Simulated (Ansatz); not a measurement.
Frontier orbitals of CH$_{5}$NbO$_{2}$S (`[CH3][Nb]([OH])([OH])=[S]`).

```
atom   x (Å)   y (Å)   z (Å)
  C1  -1.529  -0.130  -0.159
 Nb2   0.582   0.169   0.049
  O3   1.061  -0.482   1.749
  O4   1.408  -0.772  -1.355
  S5   0.868   2.288  -0.117
  H6  -2.075   0.399   0.626
  H7  -1.879   0.235  -1.128
  H8  -1.741  -1.203  -0.083
  H9   1.392  -0.035   2.530
 H10   1.912  -0.470  -2.113
```

The species carries charge 0 and has multiplicity 1. Correlated methods include outer-core shells of Nb, which these sets cover unevenly. Nb takes the def2 core potential. The geometry is a stationary point of PBE0-D4/def2-TZVP. It is one conformer, not always the lowest. Basis def2-TZVPP, Ansatz.

Orbital energies of one run (eV). Highest occupied ones, from the top: -7.11, -7.16, -7.89, -7.95, -9.09, -9.64, -9.84, -10.47, -10.91, -10.93, -13.81, -14.01, -17.40, -18.46. Empty: -2.10, -2.02, -0.74, -0.71, -0.25, 0.03.

Which functional gave them?
A. BLYP
B. PBE
C. ωB97M-V
D. r2SCANh

D. HOMO energies: r2SCANh -7.11, BLYP -6.24, PBE -6.42, ωB97M-V -9.71 eV.
